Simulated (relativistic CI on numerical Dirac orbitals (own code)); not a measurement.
## V+ in a cubic cluster: 3s photoemission with charge transfer

Computed with a charge-transfer multiplet model of a cubic metal-ligand cluster with up to 2 ligand holes, Slater and spin-orbit integrals from Dirac-Coulomb-Breit ions, Slater integrals scaled by 0.8. The ground state mixes d4 with configurations of k ligand holes L, whose averages lie at kΔ + k(k − 1)U_dd/2; a core hole lowers each added d electron by U_cd. 20 K, Lorentzian 1.4 eV and Gaussian 0.8 eV FWHM.

Atomic integrals in eV (Slater integrals scaled, ζ unscaled), ground: F2dd 6.042, F4dd 3.713, zeta_d 0.015; with the core hole: F2dd 7.317, F4dd 4.554, zeta_d 0.021, G2cd 7.741.

Cluster parameters (eV): U_dd = 5, U_cd = 6.4, 10Dq = 0.6, 10Dq(ligand) = 1.4, V(eg) = 2.6, V(t2g) = -1.15, final-state hopping factor = 1.

```tsv
Case	n_d	d4	d5L	d6L2	S
Δ = 7.5 eV	4.29	0.73	0.25	0.02	2.00
Δ = 8.5 eV	4.24	0.77	0.22	0.01	2.00
Δ = 9.5 eV	4.21	0.80	0.19	0.01	2.00
```

Weights, n_d and S are thermal averages at 20 K. Binding energies count from the first peak over 30 % of the highest in each spectrum, which can be another peak from case to case. The parameters are a model scan and need not match a compound or its usual spin state. Peaks in eV (height, largest 100):
- Δ = 7.5 eV: 0.0 (100), 6.9 (42), 8.4 (54), 16.3 (13)
- Δ = 8.5 eV: 0.0 (100), 7.1 (48), 8.5 (47), 16.4 (11)
- Δ = 9.5 eV: 0.0 (100), 7.2 (55), 16.5 (9)

For the case Δ = 8.5 eV, Δ = 8.5 eV is larger than U_dd = 5 eV, the Mott-Hubbard side of the Zaanen-Sawatzky-Allen scheme. With the core hole the configuration with one ligand hole lies at Δ − U_cd = 1.1, 2.1, 3.1 eV from the one without, in the order of the table; where this is negative the screened configuration lies lower, though the effective hopping of about 4.8 eV (from the holes of the mixed ground state) mixes the two strongly wherever it is as large as the gap.

Without intra-shell correlation the exchange splitting of the 3s hole comes out too large.
